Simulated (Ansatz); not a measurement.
## Worked example: C2H7Al + B(CH3)(SH)2 → C2H7AlS + BH(CH3)(SH)

Species: C2H7Al `C[CH2][AlH2]`, singlet; B(CH3)(SH)2, singlet; C2H7AlS `C[CH2][AlH][SH]`, singlet; BH(CH3)(SH), singlet. The partners trade H for SH: Al–H and B–SH bonds give way to Al–SH and B–H.

Shapes, held fixed at every level: PBE0-D4/def2-TZVP. Flexible molecules stand in one conformer, not always the lowest. Programs: Ansatz 0.2.0. Electronic energies: no zero-point or thermal term.

At CCSD(T)/CBS estimate; 1 Eh = 2625.50 kJ/mol:

| species | energy (Eh) |
| --- | --- |
| C2H7Al | -322.312002 |
| B(CH3)(SH)2 | -861.478015 |
| C2H7AlS | -720.151552 |
| BH(CH3)(SH) | -463.660898 |

Question: Work out ΔE of the reaction at this level.

Answer: 
1. Products less reactants: (-720.151552) + (-463.660898) − [(-322.312002) + (-861.478015)] = -0.022433 Eh = -58.9 kJ/mol.

Other levels give -63.7 (HF/def2-TZVPP) to -55.9 kJ/mol (wB97X-V/def2-TZVPP). No measured value is set beside it here. The CBS estimate extrapolates MP2 from def2-TZVPP and def2-QZVPP and adds CCSD(T) − MP2 in the triple-zeta set, cores frozen.
